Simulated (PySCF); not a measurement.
Al, charge -1, triplet.

Here is a job for PySCF.
```python
from pyscf import gto, scf, cc

mol = gto.M(
    atom='''
Al    0.000000    0.000000    0.000000
''',
    basis='cc-pvtz',
    charge=-1,
    spin=2,
    verbose=4,
)

mf = scf.UHF(mol)
mf.kernel()

mycc = cc.CCSD(mf, frozen=4)
mycc.kernel()
et = mycc.ccsd_t()
print('E(CCSD(T)) = %.10f' % (mycc.e_tot + et))
```

Q: What does this run give for the MP2 correlation energy, SCF-reference HOMO energy, number of basis functions, coupled-cluster correlation energy (without the perturbative part), total energy, SCF-reference <S^2>?

A: 
```yaml
MP2 correlation energy: -0.0525 Eh
SCF-reference HOMO energy: -0.14 eV
number_of_basis_functions: 34
coupled-cluster correlation energy (without the perturbative part): -0.0690 Eh
total_energy: -241.9403 Eh
SCF-reference <S^2>: 2.020
```

These values belong to the state on which the SCF converged, which isn't shown to be the lowest.
